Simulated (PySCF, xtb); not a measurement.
Al(Me)(H) (CH4Al), SMILES [CH3][AlH+], charge +1.

Harmonic wavenumbers (cm⁻¹) from GFN2-xTB (xtb) at its own minimum, in rising order: 553, 553, 639, 639, 698, 1179, 1299, 1299, 1797, 2854, 2855, 2857.

Task: What does PBE0-D3(BJ)/def2-TZVP (PySCF) give at its own minimum? (Estimate from the structure and the level; the computed values follow.)

Result: 365, 365, 683, 714, 714, 1223, 1406, 1406, 2048, 3039, 3134, 3134. Paired by order, the mean absolute difference is 147 cm⁻¹ and the zero-point energies are 24.6 and 26.1 kcal/mol.
